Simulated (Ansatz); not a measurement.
Computed with Ansatz on PBE0-D4/def2-TZVP structures; ΔE is electronic, products minus reactants. CCSD(T)/CBS is the MP2 limit (def2-TZVPP, def2-QZVPP) plus CCSD(T) − MP2 in def2-TZVPP, frozen cores. This one scheme is used for every species. Functionals use def2-TZVPP. B3LYP here is the variant with VWN-RPA as its local correlation; programs differ in this. For Ge outer-core shells are correlated without core-valence functions, which leaves a few kJ/mol of doubt a bond. Scalar relativity is left out up to krypton. One conformer a species, not always the lowest.

Consider the formal exchange of groups at the Si–Si bond: `O[SiH2][SiH](F)Cl` + `[CH3][GeH3]` → `O[SiH2][CH2][GeH3]` + `F[SiH2]Cl`.

`O[SiH2][SiH](F)Cl`:

Z-matrix (Å, degrees):
```
Si
Si 1 2.351
O 1 1.648 2 108.5
H 1 1.482 2 112.0 3 117.3
H 1 1.489 2 107.6 3 -122.2
Cl 2 2.061 1 105.3 3 43.4
F 2 1.597 1 111.5 3 160.3
H 2 1.482 1 117.9 3 -75.3
H 3 0.959 1 117.0 2 -49.8
```

`[CH3][GeH3]`:

Cartesian coordinates in Å:
```
C 0.055 1.032 -0.076
Ge -0.049 -0.913 0.067
H 0.774 1.426 0.643
H 0.371 1.320 -1.079
H -0.919 1.479 0.124
H 1.326 -1.546 -0.210
H -1.059 -1.473 -0.950
H -0.500 -1.324 1.481
```

`O[SiH2][CH2][GeH3]`:

```xyz
12

O     1.017    0.709   -1.755
Si   -0.549    0.508   -1.272
C    -0.692    0.269    0.568
Ge    0.596   -1.020    1.296
H     1.451    1.537   -1.547
H    -1.373    1.676   -1.696
H    -1.015   -0.714   -1.972
H    -0.559    1.219    1.095
H    -1.701   -0.087    0.800
H     2.008   -0.412    1.293
H     0.218   -1.382    2.744
H     0.599   -2.303    0.448
```

`F[SiH2]Cl`:

Z-matrix (Å, degrees):
```
Si
F 1 1.589
Cl 1 2.036 2 108.8
H 1 1.475 2 108.3 3 -118.2
H 1 1.475 2 108.3 3 118.2
```

| level | ΔE (eV) |
| --- | --- |
| B3LYP-D4 | -0.13 |
| CCSD(T)/def2-TZVPP | -0.25 |
| HF/CBS(def2) | -0.27 |
| CCSD/CBS(def2) | -0.24 |

Question: What does CCSD(T)/CBS give? (Estimate.)

Answer: Ansatz gave: -0.24 eV. The listed levels differ from it by 0.11, -0.01, -0.03, 0.00 eV.

Largest T1 diagnostic among the species: 0.012.

From PBE to PBE0 (25 % exact exchange), in def2-TZVPP and without D4, ΔE moves by −0.07 eV.
